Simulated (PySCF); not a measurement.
F3Y (SMILES [F][Y]([F])[F]), singlet, at a GFN2-xTB geometry (such geometries of metal compounds can be far from the true shape) (core potentials on Y); MN12L/def2-SVP (PySCF).

PySCF was given this input:
```python
from pyscf import gto, scf, dft

mol = gto.Mole()
mol.atom = '''
    Y     0.06440607   -0.13267464   -0.31224007
    F    -1.52788470   -0.68420205    0.52720126
    F    -0.08680010    1.74084587   -0.20597742
    F     1.33559184   -0.48172038    1.03181646
'''
mol.basis = 'def2-svp'
mol.ecp = {'Y': 'def2-svp'}
mol.verbose = 4
mol.build()

mf = dft.RKS(mol)
mf.xc = 'mn12l'
mf.kernel()
```

It wrote (shortened):

```
PySCF version 2.14.0

[INPUT] verbose = 4
[INPUT] num. atoms = 4
[INPUT] num. electrons = 38
[INPUT] charge = 0
[INPUT] spin (= nelec alpha-beta = 2S) = 0
[INPUT] symmetry False subgroup None
[INPUT] Mole.unit = angstrom
[INPUT] Symbol           X                Y                Z      unit          X                Y                Z       unit  Magmom
[INPUT]  1 Y      0.064406070000  -0.132674640000  -0.312240070000 AA    0.121709833060  -0.250718733275  -0.590048217415 Bohr   0.0
[INPUT]  2 F     -1.527884700000  -0.684202050000   0.527201260000 AA   -2.887283632913  -1.292954488366   0.996265993926 Bohr   0.0
[INPUT]  3 F     -0.086800100000   1.740845870000  -0.205977420000 AA   -0.164028416585   3.289721919380  -0.389240911645 Bohr   0.0
[INPUT]  4 F      1.335591840000  -0.481720380000   1.031816460000 AA    2.523902791804  -0.910319586821   1.949850520218 Bohr   0.0

nuclear repulsion = 127.601339065329
number of shells = 29
number of NR pGTOs = 129
number of NR cGTOs = 73
basis = def2-svp
ecp = {'Y': 'def2-svp'}

******** <class 'pyscf.dft.rks.RKS'> ********
method = RKS
initial guess = minao
damping factor = 0
level_shift factor = 0
DIIS = <class 'pyscf.scf.diis.CDIIS'>
diis_start_cycle = 1
diis_space = 8
diis_damp = 0
SCF conv_tol = 1e-09
SCF conv_tol_grad = None
SCF max_cycles = 50
direct_scf = True
direct_scf_tol = 1e-13
XC library pyscf.dft.libxc version 7.1.2
    S. Lehtola, C. Steigemann, M. J. T. Oliveira, and M. A. L. Marques,  SoftwareX 7, 1–5 (2018)
XC functionals = mn12l
    R. Peverati and D. G. Truhlar,  Phys. Chem. Chem. Phys. 14, 13171 (2012)
    R. Peverati and D. G. Truhlar,  Phys. Chem. Chem. Phys. 14, 13171 (2012)
radial grids:
    Treutler-Ahlrichs [JCP 102, 346 (1995); DOI:10.1063/1.469408] (M4) radial grids

becke partition: Becke, JCP 88, 2547 (1988); DOI:10.1063/1.454033
pruning grids: <function nwchem_prune>
grids dens level: 3
symmetrized grids: False
atomic radii adjust function: <function treutler_atomic_radii_adjust>
small_rho_cutoff = 0
Set gradient conv threshold to 3.16228e-05
Initial guess from minao.
tot grids = 64664
init E= -331.889183165444
  HOMO = -0.767863563564236  LUMO = -0.442903555880232  gap/eV = 8.84261
cycle= 1 E= -337.230765677043  delta_E= -5.34  |g|= 1.07  |ddm|= 4.63
  HOMO = -0.18423165020079  LUMO = -0.115895854727455  gap/eV = 1.85951
cycle= 2 E= -337.097241942122  delta_E= 0.134  |g|= 1.38  |ddm|= 2.14
  HOMO = -0.360095548591443  LUMO = -0.101597232879723  gap/eV = 7.03410
cycle= 3 E= -337.417429407394  delta_E= -0.32  |g|= 0.406  |ddm|= 1.23
  HOMO = -0.339200635345389  LUMO = -0.114254322125937  gap/eV = 6.12110
cycle= 4 E= -337.450890029757  delta_E= -0.0335  |g|= 0.027  |ddm|= 0.352
  HOMO = -0.330048491775878  LUMO = -0.112130837372668  gap/eV = 5.92984
cycle= 5 E= -337.451038873114  delta_E= -0.000149  |g|= 0.0102  |ddm|= 0.0411
  HOMO = -0.329716638895709  LUMO = -0.111538676541947  gap/eV = 5.93692
cycle= 6 E= -337.451065059155  delta_E= -2.62e-05  |g|= 0.000744  |ddm|= 0.0117
  HOMO = -0.329771804848998  LUMO = -0.11183026085903  gap/eV = 5.93049
cycle= 7 E= -337.451065200254  delta_E= -1.41e-07  |g|= 0.000165  |ddm|= 0.00109
  HOMO = -0.329768422776684  LUMO = -0.111800836646939  gap/eV = 5.93120
cycle= 8 E= -337.451065202538  delta_E= -2.28e-09  |g|= 0.000126  |ddm|= 0.000184
  HOMO = -0.329767637251469  LUMO = -0.111785685080207  gap/eV = 5.93159
cycle= 9 E= -337.451065205362  delta_E= -2.82e-09  |g|= 3.88e-06  |ddm|= 8.36e-05
  HOMO = -0.329767370108507  LUMO = -0.111785449324817  gap/eV = 5.93159
cycle= 10 E= -337.451065205364  delta_E= -2.73e-12  |g|= 4.33e-07  |ddm|= 4.42e-06
  HOMO = -0.329767393212804  LUMO = -0.111785939661008  gap/eV = 5.93158
Extra cycle  E= -337.451065205365  delta_E= -1.14e-13  |g|= 4.37e-07  |ddm|= 1.01e-06
converged SCF energy = -337.451065205365
```
